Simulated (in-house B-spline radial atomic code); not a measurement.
Values are calculated unless marked as measured or tabulated.
# Weak and strong correlation along the adiabatic connection

Two-electron singlets in several external potentials (atomic units), by full CI in B-splines with partial waves to l = 8 (correlation energies up to 0.6 % small). The repulsion is scaled by λ at fixed density; W(λ) is the mean repulsion less the Hartree energy, W(0) = E_x, and the area under W from 0 to 1 is E_xc.

Relative drop (W(λ) − E_x)/E_x:

```
                            system  λ = 0.12  λ = 0.25  λ = 0.4  λ = 0.6  λ = 0.8   λ = 1
   ω²r²/2 − Z/r, ω = 0.0146, Z = 1    0.0346    0.0662   0.0967   0.1296   0.1561  0.1778
−V exp(−r²/w²), V = 1.09, w = 13.4    0.0510    0.0933   0.1304   0.1669   0.1937  0.2141
−V exp(−r²/w²), V = 12.3, w = 4.26    0.0147    0.0296   0.0453   0.0643   0.0814  0.0967
    empty sphere, radius 3.39 bohr    0.0261    0.0510   0.0759   0.1041   0.1275  0.1472
     ω²r²/2 − Z/r, ω = 3.82, Z = 1    0.0067    0.0136   0.0214   0.0313   0.0406  0.0495
   empty sphere, radius 0.328 bohr    0.0024    0.0050   0.0080   0.0119   0.0157  0.0195
−Z exp(−kr)/r, Z = 2.22, k = 0.617    0.0112    0.0227   0.0352   0.0507   0.0650  0.0781
```

Problem. Order the systems by how far second-order (GL2) theory, half the initial slope (estimated from the first points of each curve), overshoots the correlation energy, least first.
A. −V exp(−r²/w²), V = 12.3, w = 4.26
B. empty sphere, radius 0.328 bohr
C. −V exp(−r²/w²), V = 1.09, w = 13.4
D. ω²r²/2 − Z/r, ω = 0.0146, Z = 1
E. −Z exp(−kr)/r, Z = 2.22, k = 0.617
F. ω²r²/2 − Z/r, ω = 3.82, Z = 1
G. empty sphere, radius 3.39 bohr

Solution. B (GL2/E_c = 1.03), F (GL2/E_c = 1.09), E (GL2/E_c = 1.15), A (GL2/E_c = 1.20), G (GL2/E_c = 1.36), D (GL2/E_c = 1.48), C (GL2/E_c = 1.77).

Problem. What else changes along this order?

Solution. The ratio follows the bend of the curve. With it the leading natural occupation goes from 1.999 to 1.826 and −T_c/E_c from 0.97 to 0.57 between the first and the last.
